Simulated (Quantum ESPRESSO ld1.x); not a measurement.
Values are calculated unless marked as measured or tabulated.
The run below uses ld1.x (Quantum ESPRESSO 7.5).

```
 &input
    atom='Cr',
    iswitch=1,
    rel=0,
    lsd=1,
    dft='PW',
    config='[Ar] 3d4',
    verbosity='high',
    prefix='ld1',
    max_out_wfc=37,
    file_charge='ld1.rho',
 /
```

Command: `OMP_NUM_THREADS=1 ld1.x < ld1.in > ld1.out`

Output (excerpt):

```
     Program LD1 v.7.5 starts

     --------------------------- All-electron run ----------------------------

     atomic number is 24.00
     dft =PW   lsd =1 sic =0 latt =0  beta=0.20 tr2=1.0E-14
     Exchange-correlation= PW
                           (   1   4   0   0   0   0   0)
     mesh =1849 r(mesh) = 100.07763 a.u. xmin = -7.00 dx = 0.00800
     1 Ry =  13.60569312 eV

     n l     nl                  e(Ry)          e(Ha)          e(eV)
     1 0     1S 1( 1.00)    -429.291279932    -214.645639966  -5840.8054151
     2 0     2S 1( 1.00)     -49.825991317     -24.912995658   -677.9171474
     2 1     2P 1( 3.00)     -42.635966488     -21.317983244   -580.0918760
     3 0     3S 1( 1.00)      -6.958611426      -3.479305713    -94.6767316
     3 1     3P 1( 3.00)      -4.957614798      -2.478807399    -67.4517856
     3 2     3D 1( 4.00)      -1.800670873      -0.900335437    -24.4993753
     1 0     1S 2( 1.00)    -429.291312966    -214.645656483  -5840.8058646
     2 0     2S 2( 1.00)     -49.699706868     -24.849853434   -676.1989600
     2 1     2P 2( 3.00)     -42.539238831     -21.269619415   -578.7758292
     3 0     3S 2( 1.00)      -6.667821411      -3.333910706    -90.7203319
     3 1     3P 2( 3.00)      -4.672760132      -2.336380066    -63.5761404
     3 2     3D 2( 0.00)      -1.539348627      -0.769674314    -20.9439050

     final scf error:  7.2E-15 reached in  33 iterations

     Etot =   -2082.578511 Ry,   -1041.289256 Ha,  -28334.924127 eV
     Total magnetization:    4.00 Bohr mag.

     Ekin =    2079.938789 Ry,    1039.969395 Ha,   28299.008878 eV
     Encl =   -4919.741271 Ry,   -2459.870636 Ha,  -66936.489978 eV
     Eh   =     848.904697 Ry,     424.452349 Ha,   11549.936803 eV
     Exc  =     -91.680726 Ry,     -45.840363 Ha,   -1247.379830 eV

     normalization and overlap integrals

     s(1S/1S) =  1.000000  <r> =   0.0643  <r2> =    0.0055  r(max) =   0.0423
     s(2S/2S) =  1.000000  <r> =   0.2970  <r2> =    0.1042  r(max) =   0.2461
     s(2P/2P) =  1.000000  <r> =   0.2616  <r2> =    0.0842  r(max) =   0.1983
     s(3S/3S) =  1.000000  <r> =   0.9067  <r2> =    0.9490  r(max) =   0.7850
     s(3P/3P) =  1.000000  <r> =   0.9586  <r2> =    1.0827  r(max) =   0.7977
     s(3D/3D) =  1.000000  <r> =   1.2021  <r2> =    1.8488  r(max) =   0.8105
     s(1S/1S) =  1.000000  <r> =   0.0643  <r2> =    0.0055  r(max) =   0.0423
     s(2S/2S) =  1.000000  <r> =   0.2966  <r2> =    0.1038  r(max) =   0.2461
     s(2P/2P) =  1.000000  <r> =   0.2610  <r2> =    0.0838  r(max) =   0.1983
     s(3S/3S) =  1.000000  <r> =   0.9098  <r2> =    0.9561  r(max) =   0.7850
     s(3P/3P) =  1.000000  <r> =   0.9644  <r2> =    1.0975  r(max) =   0.7977
     s(3D/3D) =  1.000000  <r> =   1.2576  <r2> =    2.0540  r(max) =   0.8171

     ------------------------ End of All-electron run ------------------------
```

Run on one thread of a shared host, so times are rough (Intel(R) Xeon(R) Processor @ 2.60GHz): 0.34 s of CPU time, 1.6 s wall, 33 iterations on 1849 mesh points.
